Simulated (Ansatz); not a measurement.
Cartesian coordinates (Å):
SMILES: B(N)(Cl)Cl
```xyz
6

N     -0.7740    -0.2307     0.0183
B      0.5495     0.1637    -0.0134
Cl     0.9695     1.8423    -0.3528
Cl     1.8338    -1.0068     0.2865
H     -1.0484    -1.1788     0.2090
H     -1.5305     0.4103    -0.1476
```
Charge 0, multiplicity 1.

Computed with frozen-core CCSD(T)/cc-pVTZ // CAM-B3LYP-D3(BJ)/def2-TZVP (Ansatz, a program for electronic structure).

The HF energy comes out as -999.51026 Ha and the MP2 correlation energy comes out as -0.68597 Ha.

Problem. Estimate the CCSD correlation energy, the (T) correction, the total energy and the T1 diagnostic.

Solution. 
The CCSD correlation energy is -0.72382 Ha and the (T) correction is -0.03062 Ha. The CCSD(T) total energy comes out as -1000.26470 Ha and the T1 diagnostic comes out as 0.010.
